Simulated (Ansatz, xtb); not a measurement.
Relative energy of two isomers of C6H6ClNSi

Structure a is `C#Cc1cccn1[SiH2]Cl`, a singlet and structure b is `N#C[C@H]1C=C[Si@@H](Cl)C=C1`, a singlet. Both are isolated molecules in the gas phase, relaxed with PBE0-D3(BJ)/def2-SVP; each stands in its lowest conformer found.

a (Å):

```tsv
atom	x (Å)	y (Å)	z (Å)
C	0.3703	1.1700	-3.1008
C	-0.3678	1.1754	-2.1359
C	-1.2185	1.1423	-1.0056
C	-2.1748	2.0437	-0.5710
C	-2.7507	1.5139	0.6113
C	-2.1328	0.3105	0.8622
Cl	-0.8367	-2.5909	-1.7562
N	-1.1915	0.0732	-0.1142
Si	-0.1730	-1.3624	-0.2455
H	1.0171	1.1696	-3.9584
H	-2.4197	2.9808	-1.0658
H	-3.5337	1.9669	1.2159
H	-2.2889	-0.4025	1.6698
H	-0.3291	-2.0607	1.0538
H	1.2211	-0.9607	-0.5368
```

b (Å):

```xyz
15

C    -2.9915    3.1595   -0.0303
C    -1.8002    2.3139    0.1267
C    -2.0420    1.3022    1.2229
C    -1.8155   -0.0165    1.1616
C    -1.0236    0.5894   -1.5835
C    -1.3338    1.8439   -1.2317
Cl   -2.5443   -2.2167   -1.0878
N    -3.9270    3.8289   -0.1522
Si   -1.1836   -0.8145   -0.3858
H    -1.0155    3.0027    0.5051
H    -2.4310    1.7500    2.1456
H    -2.0337   -0.6082    2.0575
H     0.0908   -1.5561   -0.1818
H    -0.6864    0.4225   -2.6124
H    -1.2458    2.6568   -1.9629
```

**Question.** Estimate E(b) − E(a) at the level CCSD(T)/def2-SVP + ΔMP2/def2-TZVPP.

**Answer.** Calculated at CCSD(T)/def2-SVP + ΔMP2/def2-TZVPP: E(b) − E(a) = −0.369 eV, so structure b lies lower.

Level by level:

```csv
level,geometry,E(b) − E(a) (eV),departure from the last row (eV),"job, with rough time for the two"
GFN2-xTB,GFN2-xTB,+1.697,+2.066,"optimisation, 0.23 s"
HF/STO-3G,GFN2-xTB,−0.782,−0.413,"single point, 0.46 s"
r2SCAN-D4/def2-SVP,GFN2-xTB,−0.047,+0.322,"single point, 4.2 s"
PBE0-D3(BJ)/def2-SVP,PBE0-D3(BJ)/def2-SVP,−0.126,+0.244,"optimisation, 72 s"
HF/def2-SVP,PBE0-D3(BJ)/def2-SVP,−0.531,−0.161,part of the CCSD(T) run
MP2/def2-SVP,PBE0-D3(BJ)/def2-SVP,−0.166,+0.204,part of the CCSD(T) run
CCSD(T)/def2-SVP,PBE0-D3(BJ)/def2-SVP,−0.416,−0.046,single point
CCSD(T)/def2-SVP + ΔMP2/def2-TZVPP,PBE0-D3(BJ)/def2-SVP,−0.369,,"single point, 1.9 min"
```

As drawn, b has 1 C≡N, 2 C–C, 2 C=C, 2 C–Si, 1 C–H in place of 1 C≡C, 3 C∷C, 2 C∷N, 1 N–Si, 1 Si–H (∷ is an aromatic bond). Structure a has a 5-membered ring (with an aromatic ring), b a 6-membered ring.

GFN2-xTB puts the two in the other order. The largest departure from CCSD(T)/def2-SVP + ΔMP2/def2-TZVPP is that of GFN2-xTB, 2.066 eV. A small imaginary or near-zero mode remains, so no thermal terms are given. The last row adds to CCSD(T) the change of the MP2 difference between the two basis sets, here +0.046 eV.

The correlated steps freeze 17 core orbitals. Codes used: Ansatz 0.2.0, xtb 6.7.1; the last row on 4 threads of Arm Neoverse V2 on a shared host.
